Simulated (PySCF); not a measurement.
# C⁺ (carbon, charge +1) across methods

[He] 2s2 2p1, 2P determinant. Computed with PySCF 2.14 in aug-cc-pVQZ with one added diffuse shell each of s, p, d, f, g type (7s6p5d4f3g, 105 functions), with the non-relativistic Hamiltonian (point nucleus). The B2PLYP total includes its PT2 part (frozen core); its orbital energies are those of the SCF part.

```
   method  E (hartree)  mean ε 2s α (eV)  mean ε 2s β (eV)  mean ε 2p α (eV)  Σ⟨r²⟩ (bohr²)   ⟨S²⟩
   r2SCAN     -37.4055           -26.641           -24.881           -18.651          8.028  0.755
      PBE     -37.3734           -26.162           -24.700           -17.954          8.066  0.752
  r2SCANh     -37.4067           -27.358           -25.447           -19.323          8.023  0.755
     PW91     -37.4040           -26.227           -24.743           -18.052          8.062  0.752
CAM-B3LYP     -37.4134           -29.678           -27.767           -21.412          8.076  0.752
      LDA     -37.0396           -26.107           -24.596           -17.807          8.129  0.751
   B2PLYP     -37.4129           -30.013           -27.523           -21.739          8.041  0.754
     PBE0     -37.3835           -28.139           -26.235           -19.794          8.035  0.753
      UHF    -37.29650           -33.307           -29.591           -24.877          8.053  0.757
```
